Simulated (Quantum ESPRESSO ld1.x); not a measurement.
Values are calculated unless marked as measured or tabulated.
Problem. Radial electron density D(r) = 4 pi r^2 rho(r) of an atom or ion with 42 electrons. Level of theory: Dirac Kohn-Sham, relativistic LDA (MacDonald-Vosko exchange, VWN5 correlation), spin-unpolarised, spherical densities, point nucleus (ld1.x of Quantum ESPRESSO 7.5).

r (bohr),D(r) (e/bohr)
0.001239,4.251
0.001588,6.383
0.002034,9.475
0.002607,13.86
0.003341,19.89
0.004281,27.85
0.005486,37.83
0.00703,49.41
0.009009,61.43
0.01154,71.84
0.01479,78.12
0.01896,78.49
0.02429,73.97
0.03113,69.69
0.03989,72.79
0.05112,85.59
0.06551,99.30
0.08395,99.34
0.1076,84.36
0.1379,74.36
0.1781,82.77
0.2282,85.71
0.2924,61.35
0.3747,34.14
0.4802,30.24
0.6154,30.52
0.7886,17.93
1.011,5.235
1.295,0.6875
1.659,0.03485
2.126,0.0005456

What is the nuclear charge?

Solution. Z = 59. The innermost maximum, from 1s, lies near gamma/Z bohr with gamma = sqrt(1 - (Z/c)^2) = 0.903, here 0.0153 bohr (found: 0.0169), and its height grows with Z. The density is that of the praseodymium ion Pr17+ in [Kr] 4d6; the configuration itself is not fixed sharply by these data, and Z only to a few units. D(r) has 4 maxima, at r = 0.0169, 0.0745, 0.209, 0.555 bohr, and minima at 0.0327, 0.138, 0.440 bohr, inside which lie 2.01, 11.14, 29.17 electrons.
